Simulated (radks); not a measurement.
Results of a calculation; reference values are marked as such.
Q: These are the eigenvalues of the occupied orbitals of an atom or ion with whole-number occupations (eV). Level of theory: scalar-relativistic Kohn-Sham, Slater X-alpha with alpha = 0.667, spin-polarised, spherical densities, point nucleus (a radial shooting solver on a logarithmic mesh with Libxc functionals).

orbital  eigenvalue
1s up     -12481.24
1s down   -12481.14
2s up     -1602.770
2s down   -1602.711
2p up     -1410.955
2p down   -1410.863
3s up     -211.0070
3s down   -210.8618
3p up     -151.0678
3p down   -150.8968
3d up      -51.8315
3d down    -51.5759
4s up      -17.0110
4s down    -15.1801
4p up       -6.2596
4p down     -4.4798

Which element is it, and in what charge state? The configuration may be excited. Open shells, if any, are filled with parallel spins first.

A: Z = 34, selenium, charge 0: Se in [Ar] 3d10 4s2 4p4. The list shows which subshells hold electrons but not how many an open one holds; the 1s level, -458.68 hartree, gives Z - s = 30.3 by -(Z - s)^2/2, which with screening and relativity narrows Z to a few neighbours, and the depths of the outer levels then fix element, charge and occupations together.
